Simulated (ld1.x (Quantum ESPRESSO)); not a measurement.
# Transferability test, TM potential for Pb (Z = 82)

| Item | Value |
| --- | --- |
| Element | lead (Pb) |
| Generator | ld1.x (Quantum ESPRESSO) 7.5 |
| Type | norm-conserving Troullier–Martins (Kleinman–Bylander form) |
| Functional | PBEsol |
| Relativity | non-relativistic |
| Frozen core | [Kr] 4d10 4f14 |
| Valence charge | 22 |
| Reference configuration | 5s2 5p6 5d10 6s2 6p1.5 (charge +0.5) |
| Partial waves | 5s (bound): rc 1.65 bohr; 5p (bound): rc 1.50 bohr; 5d (bound): rc 1.45 bohr |
| Local potential | the d channel |
| Core correction | none |

Occupied shells without a wave of their own: 6p, 6s. They enter only through the test configuration that unscreens the potential.

Energies are relative to the spin-unpolarised reference configuration 5s2 5p6 5d10 6s2 6p1.5; without spin polarisation the order of configurations can differ from experiment.

Q: Give the all-electron excitation energy and the error of the potential for: 5s2 5p6 5d10 6s2 6p2; 5s2 5p6 5d10 6s2 6p1; 5s2 5p6 5d10 6s2 6p0; 5s2 5p6 5d10 6s2 6p2.3; 5s2 5p6 5d10 6s0 6p0; 5s2 5p6 5d10 6s1 6p0; 5s2 5p5 5d10 6s2 6p2.

A:

```
 valence configuration  charge  ΔE all-electron (eV)  error AE − PS (meV)
  5s2 5p6 5d10 6s2 6p2       0                -2.590                  +47
  5s2 5p6 5d10 6s2 6p1      +1                 4.154                  -63
  5s2 5p6 5d10 6s2 6p0      +2                17.577                 -236
5s2 5p6 5d10 6s2 6p2.3    -0.3                -3.451                  +66
  5s2 5p6 5d10 6s0 6p0      +4                83.763                -7613
  5s2 5p6 5d10 6s1 6p0      +3                46.083                -3321
  5s2 5p5 5d10 6s2 6p2      +1                84.463                 +244
```

Levels in the configuration 5s2 5p6 5d10 6s2 6p2.3:

| level | all-electron (eV) | pseudo (eV) |
| --- | --- | --- |
| 5s | -112.453 | -112.382 |
| 5p | -78.010 | -77.929 |
| 5d | -22.506 | -22.415 |
| 6s | -7.705 | -9.606 |
| 6p | -2.060 | -2.117 |

These tests converged, but a pseudo level misses the all-electron one widely, so the file describes the atom poorly there or has found another state: 5s2 5p6 5d10 6s2 6p2: 6s by 2.0 eV; 5s2 5p6 5d10 6s2 6p1: 6s by 2.2 eV; 5s2 5p6 5d10 6s2 6p0: 6s by 2.6 eV; 5s2 5p6 5d10 6s2 6p2.3: 6s by 1.9 eV; 5s2 5p6 5d10 6s0 6p0: empty 6s by 5.0 eV; 5s2 5p6 5d10 6s1 6p0: 6s by 3.6 eV; 5s2 5p5 5d10 6s2 6p2: 6s by 2.9 eV (a node warning on the way). ld1.x printed “convergence not achieved” for 4 of the counted tests; their residual had stalled under 1e-8, short of the target of 1e-14. The 6p, 6s levels have no wave, so the channel is fitted at the deeper level alone: the likely source of the large errors.

The potential misses its own reference levels by up to 2.1 eV, so it is not fit for use.
